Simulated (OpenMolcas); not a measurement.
# SiCNCl2F (SMILES N#C[Si](F)(Cl)Cl): the vertical ionisation energy from total energies

SiCNCl2F: 6 atoms, total charge 0, spin state singlet. SMILES: `N#C[Si](F)(Cl)Cl`. Geometry: relaxed at PBE0-D4/def2-TZVP.

Both states at this one shape; open shells run unrestricted unless said. 1 Eh = 27.2114 eV.

| level | program | singlet SiCNCl2F (Eh) | doublet SiCNCl2F+ (Eh) | HOMO of the first (eV) |
| --- | --- | --- | --- | --- |
| M06-L/cc-pVDZ | OpenMolcas | -1402.726163 | -1402.277600 | -9.12 |
| B3LYP/6-31G* (spherical functions) | OpenMolcas | -1402.720644 | -1402.276010 | -9.80 |
| B3LYP/6-31G* (Cartesian functions) | OpenMolcas | -1402.732840 | -1402.288133 | -9.80 |

Task: Work out the vertical ionisation energy at each level.

Result: 
1. M06-L/cc-pVDZ: -1402.277600 − (-1402.726163) = 0.448563 Eh = 12.21 eV; −ε(HOMO) = 9.12 eV.
2. B3LYP/6-31G* (spherical functions): -1402.276010 − (-1402.720644) = 0.444634 Eh = 12.10 eV; −ε(HOMO) = 9.80 eV.
3. B3LYP/6-31G* (Cartesian functions): -1402.288133 − (-1402.732840) = 0.444707 Eh = 12.10 eV; −ε(HOMO) = 9.80 eV.

No measured value is set beside it here; the levels span 12.10 to 12.21 eV. In semi-local functionals −ε(HOMO) lies far under the ionisation energy, a result of self-interaction.
